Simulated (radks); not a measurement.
Problem. Species: Ge I. Configuration: [Ar] 3d10 4s2 4p2. Method: Dirac Kohn-Sham, PBE, spin-unpolarised, spherical densities, finite nucleus; open shells fill j = l - 1/2 first; Fermi nuclear charge, rms radius 4.0742 fm; computed with a radial shooting solver on a logarithmic mesh with Libxc functionals. Some entries of the table are withheld. Estimate them.

orbital,occ.,eigenvalue (eV),<r> (bohr),<r^2> (bohr^2)
1s1/2,2,-10957.57,0.04700,0.002973
2s1/2,2,-1371.061,0.2098,0.05197
2p1/2,2,(1),0.1812,(2)
2p3/2,4,(3),0.1848,(4)
3s1/2,2,-168.2738,0.6241,0.4495
3p1/2,2,-118.3101,0.6398,0.4822
3p3/2,4,-114.0338,0.6505,0.4983
3d3/2,4,-29.4982,(5),0.6912
3d5/2,6,-28.9134,(6),0.7017
4s1/2,2,-11.6305,2.119,5.201
4p1/2,2,-3.9473,2.871,9.872
4p3/2,0,-3.7622,2.931,10.29

Solution. 
(1) 2p1/2 eigenvalue (eV): -1219.495
(2) 2p1/2 <r^2> (bohr^2): 0.04034
(3) 2p3/2 eigenvalue (eV): -1187.623
(4) 2p3/2 <r^2> (bohr^2): 0.04183
(5) 3d3/2 <r> (bohr): 0.7335
(6) 3d5/2 <r> (bohr): 0.7389
